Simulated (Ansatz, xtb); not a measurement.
# Ranking isomers of BClH4Si2

10 gas-phase structures of BClH4Si2, found in a search over its isomers (lower ones may exist). Each was relaxed with GFN2-xTB; where two conformers were screened, the lower at r2SCAN-D4/def2-SVP is listed:

A. `B[SiH2][Si]Cl`, a singlet
B. a singlet given by its coordinates
C. `B[Si@H]([SiH])Cl`, a singlet
D. `B[Si][SiH2]Cl`, a singlet
E. a singlet given by its coordinates
F. `[SiH2+]/[BH-]=[SiH]\Cl`, a singlet
G. `Cl[Si@@H]1[BH2-][SiH+]1`, a singlet
H. `[SiH3]B[Si]Cl`, a singlet
I. `[SiH2+]/[BH-]=[SiH]/Cl`, a singlet
J. `[SiH3][Si]BCl`, a singlet

E (Å):

```csv
atom,x (Å),y (Å),z (Å)
B,-1.7128,-1.6128,2.6120
Cl,-0.6247,3.7560,2.2032
Si,-1.7685,0.1931,2.0874
Si,-0.4726,1.8248,2.8581
H,-2.4411,-2.4096,2.1507
H,-0.9373,-1.9661,3.4201
H,-2.6506,0.8526,1.0945
H,0.6057,1.9419,3.8351
```

Close contacts (Å): B1–Si3 1.88, Cl2–Si4 2.04, Si3–Si4 2.22, B1–H5 1.17, B1–H6 1.17, Si3–H7 1.48, Si4–H8 1.46.

B (Å):

```yaml
atoms:
  - { symbol: B, position_ang: [-2.4399, -0.9046, 3.4445] }
  - { symbol: Cl, position_ang: [-1.8185, 2.4584, 3.8628] }
  - { symbol: Si, position_ang: [-1.4808, 0.6192, 2.8979] }
  - { symbol: Si, position_ang: [0.0569, 1.0506, 1.3535] }
  - { symbol: H, position_ang: [-2.2366, -1.9253, 2.9047] }
  - { symbol: H, position_ang: [-3.2301, -0.8585, 4.3101] }
  - { symbol: H, position_ang: [0.5936, 0.0220, 0.4569] }
  - { symbol: H, position_ang: [0.7643, 2.2762, 0.9621] }
```

Close contacts (Å): B1–Si3 1.88, Cl2–Si3 2.10, Si3–Si4 2.22, B1–H5 1.17, B1–H6 1.17, Si4–H7 1.47, Si4–H8 1.47.

Problem. Estimate their order in r2SCAN-D4/def2-SVP energy at these geometries, lowest first.

Solution. Calculated order at r2SCAN-D4/def2-SVP: I (0.000), F (0.015), E (0.220), B (0.391), A (0.618), J (0.794), G (1.022), H (1.142), C (1.147), D (1.155) eV. Less than 1 kcal/mol parts I and F; H and C; C and D, so the order within those pairs means little.

Energies above the lowest of each column, in eV; the last columns are at B3LYP/6-31G* geometries and were run for some of them only (a dash: not run or not comparable):

| structure | GFN2-xTB | HF/STO-3G | r2SCAN-D4/def2-SVP | B3LYP/6-31G* | CCSD(T)/def2-SVP + ΔMP2/def2-TZVPP |
| --- | --- | --- | --- | --- | --- |
| I | 0.085 | 1.871 | 0.000 | 0.000 | 0.000 |
| F | 0.000 | 1.818 | 0.015 | 0.120 | 0.135 |
| E | 0.754 | 1.765 | 0.220 | 0.141 | 0.257 |
| B | 0.686 | 1.750 | 0.391 | 0.215 | – |
| A | 0.713 | 0.000 | 0.618 | – | – |
| J | 0.964 | 0.948 | 0.794 | – | – |
| G | 0.857 | 1.721 | 1.022 | – | – |
| H | 0.778 | 2.213 | 1.142 | – | – |
| C | 0.979 | 0.582 | 1.147 | – | – |
| D | 0.477 | 2.138 | 1.155 | – | – |

CCSD(T)/def2-SVP + ΔMP2/def2-TZVPP puts I lowest of those it was run on; GFN2-xTB picks F, HF/STO-3G picks A. Some further structures that were screened fall inside this span and aren't listed. Flexible structures stand in one conformer each, not always the lowest. Frequencies (B3LYP/6-31G*) were run for E, F, I alone. ΔMP2 is the change of the MP2 energy from the smaller to the larger basis.

Over these structures GFN2-xTB departs from r2SCAN-D4/def2-SVP by 0.258 eV on average once a common shift is removed. A GFN2-xTB relaxation took about 0.11 s and the r2SCAN-D4/def2-SVP energy about 1.5 s on a shared host (Ansatz 0.2.0, xtb 6.7.1 (Pople sets with spherical d functions)).
